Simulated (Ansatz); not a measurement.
Start from `BO[SiH2]F` and change one atom or group to get `O[SiH2]F`.

Ansatz, PBE0-D4/def2-TZVP geometries, multiplicity 1. Each molecule was computed in one conformer, which needn't be the lowest.

```csv
property,`BO[SiH2]F`
HOMO energy (B3LYP/def2-TZVPP) / eV,-8.56
zero-point energy (PBE0-D4/def2-TZVP) / kJ/mol,121.4
size of the dipole moment (ωB97M-V/def2-TZVPP) / D,1.26
size of the dipole moment (B3LYP/def2-TZVPP) / D,1.29
LUMO energy (PBE0/def2-TZVPP) / eV,-0.90
"ideal-gas entropy at 298 K and 1 bar (rigid rotor, harmonic PBE0-D4/def2-TZVP) / J/(mol·K)",314
```

(1) Give the same properties after the change, and the shifts. (Estimate.)

Answers

(1) Computed: 
```json
{"property": "HOMO energy (B3LYP/def2-TZVPP) / eV", "`O[SiH2]F`": "-9.13", "shift": "-0.57"}
{"property": "zero-point energy (PBE0-D4/def2-TZVP) / kJ/mol", "`O[SiH2]F`": "89.9", "shift": "-31.5"}
{"property": "size of the dipole moment (ωB97M-V/def2-TZVPP) / D", "`O[SiH2]F`": "1.60", "shift": "0.34"}
{"property": "size of the dipole moment (B3LYP/def2-TZVPP) / D", "`O[SiH2]F`": "1.60", "shift": "0.31"}
{"property": "LUMO energy (PBE0/def2-TZVPP) / eV", "`O[SiH2]F`": "0.37", "shift": "1.27"}
{"property": "ideal-gas entropy at 298 K and 1 bar (rigid rotor, harmonic PBE0-D4/def2-TZVP) / J/(mol·K)", "`O[SiH2]F`": "276", "shift": "-38"}
```

With PBE0 the HOMO falls by 0.57 eV and the LUMO rises by 1.27 eV, so the gap widens by about 1.84 eV. PBE moves the HOMO by -0.54 eV and ωB97M-V by -0.52 eV. The zero-point energy changes by -31.5 kJ/mol with -6 modes. Dipoles are sizes alone; their direction can turn. Modes under 60 cm⁻¹, often nearly free rotors, make the harmonic entropy too high.

B3LYP here is the variant with VWN-RPA as its local correlation; programs differ in this.
